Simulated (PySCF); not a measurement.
Input of a run (PBE0-D3(BJ)/def2-SVP geometry optimisation, gas phase (PySCF 2.14.0)), started from GFN2-xTB:
```
{"job": {"xc": "PBE0", "basis": "def2-SVP", "d3": "d3bj", "grid": 1, "maxiter": 30, "shake": 0.01, "kind": "geom"}, "charge": 0, "multiplicity": 1}
Br     2.710050    -0.683980     0.266990
C      0.941790    -0.062500     0.037160
N     -0.105710    -0.895960     0.245360
C     -1.151640    -0.252420     0.034040
S     -0.908770     1.380330    -0.443310
N      0.697820     1.174140    -0.327250
H     -2.149600    -0.688700     0.137080
```

Output (energies in Eh, forces in Eh/bohr):
```
step   0  E = -3157.42300658  max force = 0.077455
step   1  E = -3157.42807557  max force = 0.018073
step   2  E = -3157.42825675  max force = 0.008368
step   3  E = -3157.42849249  max force = 0.002207
step   4  E = -3157.42850802  max force = 0.001221
step   5  E = -3157.42851577  max force = 0.000547
step   6  E = -3157.42851849  max force = 0.000268
optimisation converged
```

Summarise the run.

The energy falls by 14.5 kJ/mol over 7 energy and gradient evaluations, the largest force component goes from 0.0775 to 2.7e-04 Eh/bohr, and the atoms move by 0.028 Å rms after alignment. The bond that changes most is N3–C4 (pyridine-type nitrogen to aromatic CH next to a ring nitrogen), which lengthens by 0.054 Å. Bonds longer at the end by more than 0.005 Å: 3 of 7; shorter: 2. Among the angles that change most is N3–C4–S5, from 114.8° to 112.4°. The energy never rose by more than 1e-6 Eh on the way. The first step brought 92 % of the lowering.

What are the final bond lengths?

Br1–C2 1.865 Å, C2–N3 1.360 Å, N3–C4 1.301 Å, C4–S5 1.719 Å, S5–N6 1.657 Å, C2–N6 1.305 Å, C4–H7 1.093 Å. Numbering counts from 1 in the input's order; the species is `Brc1ncsn1`.

The run used 111 basis functions and 50 SCF cycles in all.

No frequency check.
